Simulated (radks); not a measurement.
Results of a calculation; reference values are marked as such.
Q: Successive ionisation energies (eV) of one element, from differences of total energies of ions in their ground configurations, starting at charge 44: 7451.6, 7776.4, 7952.4, 32981, 33709. Code: a radial shooting solver on a logarithmic mesh with Libxc functionals. Model: Dirac Kohn-Sham, BLYP, spin-unpolarised, spherical densities, finite nucleus; open shells fill j = l - 1/2 first; Fermi nuclear charge, rms radius 4.6156 fm. Which element is it?

A: Indium (Z = 49). The first species listed is In44+ in [He] 2s2 2p1, the last In48+ in 1s1.
